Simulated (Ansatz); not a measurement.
Total energies of Zr(NH2)2Cl2 (ZrN2Cl2H4) from Ansatz at PBE0-D4/def2-TZVPD, gas phase (1 Eh = 27.2114 eV = 2625.5 kJ/mol). The reference geometry is relaxed at B3LYP-D4/def2-SVP.

| state | geometry | energy (Eh) |
| --- | --- | --- |
| charge 0 singlet | reference | -1079.25946 |
| charge -1 doublet | reference | -1079.25475 |
| free Zr atom (triplet) | – | -46.88229 |
| free N atom (quartet) | – | -54.54388 |
| free H atom (doublet) | – | -0.50104 |
| free Cl atom (doublet) | – | -459.99797 |

In the def2 sets Zr takes a core potential; there is no spin–orbit coupling.

(1) Work out the vertical electron affinity, to the doublet.

(2) What is the binding energy per atom against free atoms?

(1) E(charge 0 singlet) − E(charge -1 doublet) = -1079.25946 − (-1079.25475) = -0.00471 Eh = -0.13 eV; negative, so the extra electron isn't bound.

(2) Atoms: 1 × (-46.88229) + 2 × (-54.54388) + 4 × (-0.50104) + 2 × (-459.99797) = -1077.97015 Eh. Binding: -1077.97015 − (-1079.25946) = 1.28931 Eh = 35.08 eV, or 3.90 eV for each of 9 atoms (no zero-point energy, no counterpoise term).

At PBE0-D4/def2-TZVPD the highest occupied level of the charge -1 doublet lies above zero (up to 1.87 eV). By energy differences it is unbound by 0.13 eV (vertical, to the charge 0 singlet, at PBE0-D4/def2-TZVPD) and held by the finite basis.
